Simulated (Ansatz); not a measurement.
## Molecular dynamics of CHBClF

Input:

```yaml
crystal:
  periodic: [false, false, false]
  atoms:
    - { symbol: F, position_ang: [-0.947433, -1.131959, 1.637585] }
    - { symbol: B, position_ang: [-0.312813, -0.513985, 0.655596] }
    - { symbol: C, position_ang: [0.353582, 0.131311, -0.372635] }
    - { symbol: Cl, position_ang: [-0.377994, 1.66582, -1.081584] }
    - { symbol: H, position_ang: [1.284668, -0.151188, -0.838973] }
magnetization:
  spin_polarized: true
basis:
  gaussian: { orbitals: "6-31G" }
hamiltonian:
  xc: b3lyp
md:
  timestep: 0.5
  n_steps: 250
  ensemble: nvt_nose_hoover
  temperature: 2000.0
  initial_velocities: maxwell_boltzmann
  seed: 68810
```

Run as:

```bash
$ ansatz run input.yaml --threads 1 --pin off --max-ram 2048MiB --backend cpu --events-out ev --progress --plain --runs-dir out
```

It starts from a relaxed structure.

Output, in part (one step line in 9, the closing report, with atoms numbered from 0):

```
md step     0: t =     0.00 fs  T =  2000.0 K  F+E_penalty+E_count = -16966.62661855 eV  E_kin = 0.775560 eV  conserved = -16965.85105856 eV  (26 SCF iters)
md step     9: t =     4.50 fs  T =  1170.1 K  F+E_penalty+E_count = -16966.29870399 eV  E_kin = 0.453755 eV  conserved = -16965.84514918 eV  (29 SCF iters)
md step    18: t =     9.00 fs  T =   697.7 K  F+E_penalty+E_count = -16966.11304483 eV  E_kin = 0.270564 eV  conserved = -16965.84355298 eV  (28 SCF iters)
md step    27: t =    13.50 fs  T =   500.3 K  F+E_penalty+E_count = -16966.03531256 eV  E_kin = 0.194006 eV  conserved = -16965.84383994 eV  (30 SCF iters)
md step    36: t =    18.00 fs  T =  1071.3 K  F+E_penalty+E_count = -16966.25836811 eV  E_kin = 0.415444 eV  conserved = -16965.84804419 eV  (30 SCF iters)
md step    45: t =    22.50 fs  T =  1032.1 K  F+E_penalty+E_count = -16966.23757317 eV  E_kin = 0.400234 eV  conserved = -16965.84592838 eV  (30 SCF iters)
md step    54: t =    27.00 fs  T =  1519.1 K  F+E_penalty+E_count = -16966.42646529 eV  E_kin = 0.589093 eV  conserved = -16965.84952399 eV  (26 SCF iters)
md step    63: t =    31.50 fs  T =  1681.6 K  F+E_penalty+E_count = -16966.48422705 eV  E_kin = 0.652094 eV  conserved = -16965.85041446 eV  (25 SCF iters)
md step    72: t =    36.00 fs  T =   810.0 K  F+E_penalty+E_count = -16966.13450694 eV  E_kin = 0.314093 eV  conserved = -16965.84449838 eV  (26 SCF iters)
md step    81: t =    40.50 fs  T =   556.6 K  F+E_penalty+E_count = -16966.02639230 eV  E_kin = 0.215832 eV  conserved = -16965.84120255 eV  (27 SCF iters)
md step    90: t =    45.00 fs  T =   584.2 K  F+E_penalty+E_count = -16966.03308644 eV  E_kin = 0.226545 eV  conserved = -16965.84422823 eV  (27 SCF iters)
md step    99: t =    49.50 fs  T =  1253.8 K  F+E_penalty+E_count = -16966.29268933 eV  E_kin = 0.486189 eV  conserved = -16965.85092561 eV  (24 SCF iters)
md step   108: t =    54.00 fs  T =  1310.2 K  F+E_penalty+E_count = -16966.30382480 eV  E_kin = 0.508072 eV  conserved = -16965.84884305 eV  (29 SCF iters)
md step   117: t =    58.50 fs  T =   774.0 K  F+E_penalty+E_count = -16966.08578656 eV  E_kin = 0.300157 eV  conserved = -16965.84549054 eV  (27 SCF iters)
md step   126: t =    63.00 fs  T =   596.3 K  F+E_penalty+E_count = -16966.00863789 eV  E_kin = 0.231250 eV  conserved = -16965.84596606 eV  (27 SCF iters)
md step   135: t =    67.50 fs  T =   342.0 K  F+E_penalty+E_count = -16965.89726243 eV  E_kin = 0.132627 eV  conserved = -16965.84330009 eV  (27 SCF iters)
md step   144: t =    72.00 fs  T =  1130.2 K  F+E_penalty+E_count = -16966.19313622 eV  E_kin = 0.438272 eV  conserved = -16965.84767350 eV  (29 SCF iters)
md step   153: t =    76.50 fs  T =  1142.7 K  F+E_penalty+E_count = -16966.17798311 eV  E_kin = 0.443116 eV  conserved = -16965.84538424 eV  (28 SCF iters)
md step   162: t =    81.00 fs  T =  1494.0 K  F+E_penalty+E_count = -16966.30263517 eV  E_kin = 0.579347 eV  conserved = -16965.84785166 eV  (27 SCF iters)
md step   171: t =    85.50 fs  T =  1701.2 K  F+E_penalty+E_count = -16966.36311540 eV  E_kin = 0.659686 eV  conserved = -16965.85060916 eV  (27 SCF iters)
md step   180: t =    90.00 fs  T =   656.5 K  F+E_penalty+E_count = -16965.93022689 eV  E_kin = 0.254567 eV  conserved = -16965.84306575 eV  (28 SCF iters)
md step   189: t =    94.50 fs  T =   633.0 K  F+E_penalty+E_count = -16965.89683956 eV  E_kin = 0.245474 eV  conserved = -16965.84054755 eV  (26 SCF iters)
md step   198: t =    99.00 fs  T =  1230.7 K  F+E_penalty+E_count = -16966.10563211 eV  E_kin = 0.477232 eV  conserved = -16965.84359114 eV  (27 SCF iters)
md step   207: t =   103.50 fs  T =  2239.9 K  F+E_penalty+E_count = -16966.47413882 eV  E_kin = 0.868575 eV  conserved = -16965.85000289 eV  (27 SCF iters)
md step   216: t =   108.00 fs  T =  2120.7 K  F+E_penalty+E_count = -16966.39138494 eV  E_kin = 0.822367 eV  conserved = -16965.85022013 eV  (30 SCF iters)
md step   225: t =   112.50 fs  T =  1126.4 K  F+E_penalty+E_count = -16965.97167800 eV  E_kin = 0.436802 eV  conserved = -16965.84275927 eV  (29 SCF iters)
md step   234: t =   117.00 fs  T =  1219.5 K  F+E_penalty+E_count = -16965.97486589 eV  E_kin = 0.472889 eV  conserved = -16965.84197714 eV  (30 SCF iters)
md step   243: t =   121.50 fs  T =  1136.4 K  F+E_penalty+E_count = -16965.90373394 eV  E_kin = 0.440675 eV  conserved = -16965.84113122 eV  (27 SCF iters)
md step   250: t =   125.00 fs  T =  2529.9 K  F+E_penalty+E_count = -16966.42336808 eV  E_kin = 0.981046 eV  conserved = -16965.85054304 eV  (35 SCF iters)
Total energy: -16966.42354585 eV, -623.5045650552 hartree
Atom 0 at    -0.979674    -1.133546     1.649091 Å, force     0.098666    -0.185175     0.214380 eV/Å
Atom 1 at    -0.247726    -0.579373     0.703387 Å, force     0.198560     1.333923    -1.392763 eV/Å
Atom 2 at     0.402724     0.076017    -0.374548 Å, force    -1.069977    -0.211401     0.757666 eV/Å
Atom 3 at    -0.396721     1.710653    -1.100465 Å, force     0.831341    -1.535885     0.681103 eV/Å
Atom 4 at     1.267368    -0.337904    -0.881533 Å, force    -0.058589     0.598539    -0.260386 eV/Å
Dipole moment:     0.159292    -0.417674     0.190969 e Å
```

The run went to its last step. The conserved energy stayed within 2.9 meV per atom of its start (net change 0.1 meV per atom), so the integration is sound. The mean temperature of the second half is 37 % below the set value. A run of 0.12 ps of so small a system gives no equilibrium averages. Limits of this set-up: no polarisation functions.

The same pairs are bonded in the first frame and the last. Pairs count as bonded within 1.25 times the sum of covalent radii (0.12 Å more for H–H).

Last frame:

```xyz
5
Properties=species:S:1:pos:R:3
F -0.980 -1.133 1.649
B -0.248 -0.579 0.703
C 0.403 0.076 -0.374
Cl -0.397 1.711 -1.101
H 1.267 -0.338 -0.881
```

Run time: 7.2 min on 1 thread of Arm Neoverse V2 (shared host), peak memory 0.12 GiB.
